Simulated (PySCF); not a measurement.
Compound: C5H2F5O (doublet state).
Geometry (GFN2-xTB, Å), atoms numbered from 1 in this order:
```xyz
13
C5H2F5O angstrom
O     -0.0717    2.6146   -0.1154
C     -0.7304    1.6400   -0.1385
C     -0.4058    0.1702   -0.0568
C      0.8134   -0.0717    0.7765
F      0.6243   -0.0138    2.1070
C      2.0514   -0.2157    0.3001
F      2.3098   -0.2812   -0.9979
F      3.1479   -0.3392    1.0189
C     -1.6101   -0.6285    0.4769
F     -2.7051   -0.3598   -0.2583
F     -1.3650   -1.9494    0.3440
H     -0.2261   -0.1429   -1.0938
H     -1.8371   -0.4221    1.5334
```

The hyperfine couplings belong to this conformer and change with its torsions.

The species is `O=[C][C@@H](C(F)=C(F)F)C(F)F` [radical].

Computed, not measured: UKS B3LYP, pcH-1 on C F H O, non-relativistic, mean-field spin-orbit, GIAO in PySCF. The structure is a single GFN2-xTB conformer in the gas phase; no vibrational or solvent corrections. Couplings are sensitive to structure, and on GFN2-xTB geometries they can be far from those on DFT ones. The SCF solution wasn't tested for stability.

The isotropic 13C couplings are +377.4, +142.4, +15.7, +11.7, -0.5 MHz. Assign them to C2; C3; C4; C6; C9.

```json
{"site": "C2", "a_iso (MHz)": "+377.4", "ρ(0) (bohr⁻³)": "+0.3357", "position": "largest spin population", "distance from C2 (Å)": "0.00", "spin population": "+0.65", "largest |T| (MHz)": "98.7"}
{"site": "C3", "a_iso (MHz)": "+142.4", "ρ(0) (bohr⁻³)": "+0.1267", "position": "1 bond from C2", "distance from C2 (Å)": "1.51", "spin population": "+0.06", "largest |T| (MHz)": "28.4"}
{"site": "C4", "a_iso (MHz)": "+15.7", "ρ(0) (bohr⁻³)": "+0.0139", "position": "2 bonds from C2", "distance from C2 (Å)": "2.48", "spin population": "-0.01", "largest |T| (MHz)": "7.8"}
{"site": "C6", "a_iso (MHz)": "+11.7", "ρ(0) (bohr⁻³)": "+0.0104", "position": "3 bonds from C2", "distance from C2 (Å)": "3.37", "spin population": "+0.06", "largest |T| (MHz)": "12.0"}
{"site": "C9", "a_iso (MHz)": "-0.5", "ρ(0) (bohr⁻³)": "-0.0004", "position": "2 bonds from C2", "distance from C2 (Å)": "2.51", "spin population": "0.00", "largest |T| (MHz)": "2.6"}
```

Match the computed a_iso(19F) values +20.9, +16.9, +10.5, +6.5, -4.4 MHz with the sites F5; F7; F8; F10; F11.

```tsv
site	a_iso (MHz)	ρ(0) (bohr⁻³)	position	distance from C2 (Å)	bound to	spin population there	largest |T| (MHz)
F5	-4.4	-0.0010	3 bonds from C2	3.10	C4	-0.01	16.0
F7	+10.5	+0.0025	4 bonds from C2	3.70	C6	+0.06	27.3
F8	+16.9	+0.0040	4 bonds from C2	4.51	C6	+0.06	37.0
F10	+20.9	+0.0050	3 bonds from C2	2.81	C9	0.00	12.9
F11	+6.5	+0.0016	3 bonds from C2	3.68	C9	0.00	1.7
```

Match the computed a_iso(1H) values -10.4, -0.1 MHz with the sites H12; H13.

```csv
site,a_iso (MHz),ρ(0) (bohr⁻³),position,distance from C2 (Å),bound to,spin population there,largest |T| (MHz)
H12,-10.4,-0.0023,2 bonds from C2,2.08,C3,+0.06,13.5
H13,-0.1,0.0000,3 bonds from C2,2.88,C9,0.00,5.6
```

ρ(0) is the spin density at the nucleus and T the dipolar tensor. The Mulliken spin populations are largest on C2 (+0.65), O1 (+0.23) and C3 (+0.06).
